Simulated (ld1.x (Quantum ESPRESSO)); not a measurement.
**Logarithmic derivatives: Ir, TM**

* Element: Ir
* Generator: ld1.x (Quantum ESPRESSO) 7.5
* Type: norm-conserving Troullier–Martins (Kleinman–Bylander form)
* Functional: PBE
* Relativity: fully relativistic
* Frozen core: [Kr] 4d10 4f14 5s2
* Valence charge: 15
* Reference configuration: 5p6 5d7 6s1 6p0 (charge +1)
* Partial waves: 6s (bound): rc 2.40 bohr; 5p (bound): rc 1.80 bohr; 5d (bound): rc 1.35 bohr
* Local potential: the d channel
* Core correction: Bessel-smoothed model core inside 0.95 bohr

Open shells are filled in proportion to 2j + 1 (rel_dist='average').

The phase is arctan(r·u′/u) with u = r·R(r), unwrapped; energies in Ry, scanned from -7 to 5 Ry. A pole is an energy at which the radial function vanishes at the test radius. The pseudo phase is shifted by a multiple of π to meet the all-electron one at the reference energy, and phase errors are pseudo minus all-electron; the curves can meet again beyond the range given. Levels narrower than the energy grid can be missing from the lists of poles.

Q: For each channel, where are the poles, and over which energies does the pseudopotential scatter like the atom?

A:

```csv
channel,radius (bohr),reference energy (Ry),"poles, all-electron","poles, pseudo",unbroken range about the reference energy with phases within 0.05 rad,phase error 1 Ry above the reference energy (rad)
s,2.59,-1.00,1.20,"-4.31, 1.11",-4.2 to 2.7,-0.003
p1/2,2.59,-5.36,"-5.33, 2.48","-5.33, 2.17",below -0.9,-0.000
p3/2,2.59,-4.36,"-4.30, 3.17","-4.30, 3.07",the whole range,+0.000
d3/2,2.59,-1.18,-0.79,-0.70,not even at the reference energy,+0.021
d5/2,2.59,-1.09,-0.65,-0.70,not even at the reference energy,-0.014
```

Note: ghost state, extra bound levels that the all-electron valence spectrum of the same l lacks: s at -58.8 eV. A true bound ghost makes a file unfit for plane-wave use. The potential misses its own reference levels by up to 0.8 eV.

Phases in the d3/2 channel:

```csv
E (Ry),all-electron,pseudo
-7.00,1.417,1.417
-6.74,1.413,1.413
-6.48,1.410,1.410
-6.22,1.406,1.406
-5.96,1.402,1.402
-5.70,1.397,1.397
-5.44,1.392,1.392
-5.18,1.387,1.387
-4.92,1.381,1.381
-4.66,1.374,1.374
-4.40,1.367,1.367
-4.14,1.359,1.359
-3.88,1.349,1.349
-3.62,1.338,1.338
-3.36,1.324,1.325
-3.10,1.308,1.308
-2.84,1.287,1.288
-2.58,1.259,1.261
-2.32,1.219,1.222
-2.06,1.153,1.161
-1.80,1.022,1.046
-1.54,0.625,0.736
-1.28,-0.764,-0.450
-1.02,-1.404,-1.314
-0.76,-1.584,-1.542
-0.50,-1.672,-1.645
-0.24,-1.732,-1.710
0.02,-1.782,-1.762
0.28,-1.831,-1.810
0.54,-1.884,-1.862
0.80,-1.949,-1.923
1.06,-2.035,-2.002
1.32,-2.159,-2.113
1.58,-2.355,-2.285
1.84,-2.685,-2.573
2.10,-3.188,-3.040
2.36,-3.699,-3.582
2.62,-4.039,-3.972
2.88,-4.240,-4.202
3.14,-4.364,-4.341
3.40,-4.447,-4.432
3.66,-4.506,-4.496
3.92,-4.551,-4.543
4.18,-4.586,-4.580
4.44,-4.614,-4.610
4.70,-4.638,-4.635
4.96,-4.659,-4.656
```
